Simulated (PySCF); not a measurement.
**Relaxation of singlet IOF3**

Level of theory: PySCF, PBE0, basis I def2-SVP with ECP28, O def2-SVP, F def2-SVP (scalar-relativistic core potentials, no spin–orbit coupling, density fitting). A (50,194) grid was used.

A hand-made square planar start, of C2v symmetry, held to at least that symmetry:

```xyz
5
charge 0 multiplicity 1, angstrom
I     0.0000   -0.0384    0.0000
O     0.0000   -1.8984    0.0000
F     1.9700   -0.0384    0.0000
F     0.0000    1.9316    0.0000
F    -1.9700   -0.0384    0.0000
```

What forces act on the atoms at the start (eV/Å)?


```json
{"atom": "I1", "Fx": "0.00", "Fy": "-2.11", "Fz": "0.00"}
{"atom": "O2", "Fx": "0.00", "Fy": "0.93", "Fz": "0.00"}
{"atom": "F3", "Fx": "-0.17", "Fy": "0.20", "Fz": "0.00"}
{"atom": "F4", "Fx": "0.00", "Fy": "0.79", "Fz": "0.00"}
{"atom": "F5", "Fx": "0.17", "Fy": "0.20", "Fz": "0.00"}
```

What does it relax to?

It ends at C2v with I–F 1.962 Å (×2), I–F 2.013 Å, I–O 1.823 Å; F–I–F 87.7° (×2), F–I–F 175.4°, F–I–O 92.3° (×2), F–I–O 180.0° (after a last refinement on a finer grid). A frequency run shows 2 imaginary modes, down to 400i cm⁻¹, so it is a higher-order saddle point.

How much energy is released, and in how many steps?

4.9 kJ/mol in 4 steps.

The relaxation took about 24 core-seconds on a shared host.
